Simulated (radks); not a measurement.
The numbers below are computed, except where a source is named.
All-electron atom: the technetium ion Tc+ in [Kr] 4d5 5d1 (not the ground configuration).

Level of theory: scalar-relativistic Kohn-Sham, PBE, spin-polarised, spherical densities, point nucleus; open shells are filled with parallel spins first (spin-orbit coupling, left out, can overturn this in heavy ions) (a radial shooting solver on a logarithmic mesh with Libxc functionals).

Energy parts (hartree):
total: -4285.12734
kinetic: 4424.78995
electron-nucleus: -10310.86722
Hartree: 1729.08166
exchange-correlation: -128.13172

Orbitals (lengths in bohr, moments of r in powers of bohr):
| orbital | occ. | eigenvalue (hartree) | <r^2> | <r^4> |
|---|---|---|---|---|
| 1s up | 1 | -767.3078 | 0.001586 | 6.519e-06 |
| 1s down | 1 | -767.3084 | 0.001586 | 6.519e-06 |
| 2s up | 1 | -109.8176 | 0.02638 | 0.001197 |
| 2s down | 1 | -109.7937 | 0.02638 | 0.001197 |
| 2p up | 3 | -98.32302 | 0.02077 | 0.0008579 |
| 2p down | 3 | -98.30526 | 0.02076 | 0.0008576 |
| 3s up | 1 | -19.45666 | 0.1976 | 0.06036 |
| 3s down | 1 | -19.44456 | 0.1975 | 0.06026 |
| 3p up | 3 | -15.68494 | 0.2017 | 0.06620 |
| 3p down | 3 | -15.67117 | 0.2016 | 0.06601 |
| 3d up | 5 | -9.58433 | 0.1912 | 0.07042 |
| 3d down | 5 | -9.56251 | 0.1909 | 0.06996 |
| 4s up | 1 | -3.14848 | 1.276 | 2.453 |
| 4s down | 1 | -3.02570 | 1.259 | 2.396 |
| 4p up | 3 | -2.12359 | 1.579 | 3.927 |
| 4p down | 3 | -1.98999 | 1.562 | 3.871 |
| 4d up | 5 | -0.69222 | 3.104 | 18.08 |
| 4d down | 0 | -0.55216 | 3.229 | 19.90 |
| 5s up | 0 | -0.53135 | 9.324 | 133.6 |
| 5p up | 0 | -0.34178 | 14.95 | 352.3 |
| 5d up | 1 | -0.15425 | 40.96 | 2495 |

The highest occupied level is 5d up at -4.197 eV. The configuration is held as typed, so some empty levels lie below it. Spin moment in Bohr magnetons: 6.
